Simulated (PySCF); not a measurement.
Structure with atom numbers: `[CH2:1]=[CH:2][C@@:3]1([Cl:4])[CH2:5][CH2:6][C@@H:7]2[O:8][C@@H:9]2[CH2:10]1`. Each H is labelled by its parent atom. Ha(C1) is cis to C3; Ha(C5), Ha(C6), Ha(C10) are cis to O8 on the ring; Hb(C1) is trans to C3; Hb(C5), Hb(C6), Hb(C10) are trans to O8 on the ring.

GIAO PBE0/pcSseg-1 shifts (PySCF, gas phase, non-relativistic, equivalent atoms averaged), each against references optimised in the same way as the molecule (TMS, HCl, H2O).

On the GFN2-xTB geometry: C2 151.0, C1 119.8, C3 71.5, C7 49.3, C9 49.2, C10 40.1, C5 36.4, C6 28.0, Cl4 304, O8 33.5, H(C2) 6.10, Hb(C1) 5.52, Ha(C1) 5.39, H(C9) 2.80, H(C7) 2.65, Hb(C10) 2.58, Ha(C10) 2.41, Ha(C5) 2.15, Ha(C6) 2.05, Hb(C6) 1.72, Hb(C5) 1.60 ppm.

Problem. What changes on the PBE0-D3(BJ)/def2-SVP geometry?

Solution. 
```csv
atoms,δ (ppm),change
C2,151.9,+0.9
C1,120.6,+0.8
C3,71.0,-0.5
C7,49.5,+0.2
C9,49.2,+0.0
C10,38.2,-1.9
C5,35.0,-1.4
C6,25.9,-2.1
Cl4,308,+4
O8,39.2,+5.7
H(C2),5.95,-0.15
Hb(C1),5.46,-0.06
Ha(C1),5.32,-0.07
H(C9),2.68,-0.12
H(C7),2.54,-0.11
Hb(C10),2.38,-0.20
Ha(C10),2.25,-0.16
Ha(C5),2.02,-0.13
Ha(C6),1.88,-0.17
Hb(C6),1.51,-0.21
Hb(C5),1.41,-0.19
```

Bonds between heavy atoms that differ most (equivalent bonds averaged): O8–C9 1.402 → 1.416 Å, C7–O8 1.398 → 1.412 Å, C1–C2 1.320 → 1.333 Å, C3–Cl4 1.818 → 1.827 Å, C6–C7 1.511 → 1.504 Å. Mean change of bonds to hydrogen: C–H +0.011 Å.
